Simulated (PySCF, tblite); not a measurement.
C₄H₉ClSi₂.
Structure used (GFN2-xTB), in Å, numbered top down from 1:
```xyz
16
C4H9ClSi2 angstrom
C     -2.1096    1.0100    0.2058
C     -1.8123   -0.2766    0.9485
Cl    -3.3654   -1.0882    1.3678
Si    -0.7744   -1.5440   -0.0535
C      0.8418   -0.7094   -0.3935
C      1.9001   -0.1599   -0.6081
Si     3.5140    0.6913   -0.9248
H     -1.1716    1.5148   -0.0199
H     -2.7309    1.6765    0.8026
H     -2.6260    0.8042   -0.7294
H     -1.3472   -0.0477    1.9093
H     -0.5698   -2.7374    0.7684
H     -1.4762   -1.8288   -1.3068
H      3.2263    1.9636   -1.5923
H      4.1652    0.9184    0.3675
H      4.3285   -0.1778   -1.7768
```

Computed with PBE0/pcSseg-1 in PySCF (dipole) on a GFN2-xTB geometry, gas phase.

Take the most abundant isotopes and a rigid rotor. The values belong to one conformer with, in the numbering `[CH3:1][C@@H:2]([Cl:3])[SiH2:4][C:5]#[C:6][SiH3:7]`, C1–C2–Si4–C5 62°.

(1) What are A, B and C (cm⁻¹)?

(2) What kind of rotor is it?

(3) Is it planar, by Δ = Ic − Ia − Ib?

(4) Which lines would a microwave search look for?

Answers

(1) Ia = 119.20, Ib = 1106.27, Ic = 1184.29 u·Å²; 505379 MHz·u·Å²/I gives 4240, 456.8 and 426.7 MHz, that is A = 0.14142, B = 0.01524, C = 0.01423 cm⁻¹.

(2) A near-prolate asymmetric top; Ray's κ = -0.984.

(3) Not planar: Δ = Ic − Ia − Ib = -41.18 u·Å². For a rigid frame Δ = −2 Σ m c², so Σ m c² = 20.59 u·Å² lies off the ab plane: 10.81 from hydrogen and 9.78 from heavier atoms. The atom farthest from that plane is 1.69 Å away.

(4) The dipole components are |μa| = 2.17 D, |μb| = 0.82 D, |μc| = 0.03 D. The squared components, which scale the intensities, stand as 1.00 : 0.14 : 0.00 (a : b : c). Some lines, for components of 0.1 D or more:

```csv
type,branch,"J(Ka,Kc)",MHz,lower level (cm⁻¹)
a,R,"1(0,1) ← 0(0,0)",884,0.000
a,R,"2(1,2) ← 1(1,1)",1737,0.156
a,R,"2(0,2) ← 1(0,1)",1767,0.029
a,R,"2(1,1) ← 1(1,0)",1797,0.157
a,R,"3(1,3) ← 2(1,2)",2605,0.214
a,R,"3(0,3) ← 2(0,2)",2650,0.088
a,R,"3(2,2) ← 2(2,1)",2651,0.595
a,R,"3(2,1) ← 2(2,0)",2651,0.595
a,R,"3(1,2) ← 2(1,1)",2696,0.217
b,Q,"1(1,0) ← 1(0,1)",3813,0.029
b,Q,"2(1,1) ← 2(0,2)",3843,0.088
b,Q,"3(1,2) ← 3(0,3)",3889,0.177
b,R,"1(1,1) ← 0(0,0)",4666,0.000
b,R,"2(1,2) ← 1(0,1)",5520,0.029
b,R,"3(1,3) ← 2(0,2)",6358,0.088
b,Q,"3(2,1) ← 3(1,2)",11304,0.307
b,Q,"2(2,1) ← 2(1,2)",11439,0.214
b,Q,"3(2,2) ← 3(1,3)",11484,0.301
b,R,"2(2,1) ← 1(1,0)",13146,0.157
b,R,"2(2,0) ← 1(1,1)",13176,0.156
b,R,"3(2,2) ← 2(1,1)",13999,0.217
b,R,"3(2,1) ← 2(1,2)",14090,0.214
b,Q,"3(3,0) ← 3(2,1)",18989,0.684
b,Q,"3(3,1) ← 3(2,2)",18989,0.684
b,R,"3(3,1) ← 2(2,0)",21640,0.595
b,R,"3(3,0) ← 2(2,1)",21640,0.595
```

Its GFN2-xTB frequencies are all real (lowest 21 cm⁻¹). Constants of a rigid frame at the computed geometry: no zero-point averaging, no centrifugal distortion. A rigid rotor knows nothing of internal rotation, which can split or shift real lines. Quadrupole hyperfine structure (35Cl) is left out.

On an Arm Neoverse N1 with one thread (shared host), this took 42 s and 0.83 GiB of memory at its peak. This is the PBE0/pcSseg-1 job that gave the dipole, with the shieldings it also computed.
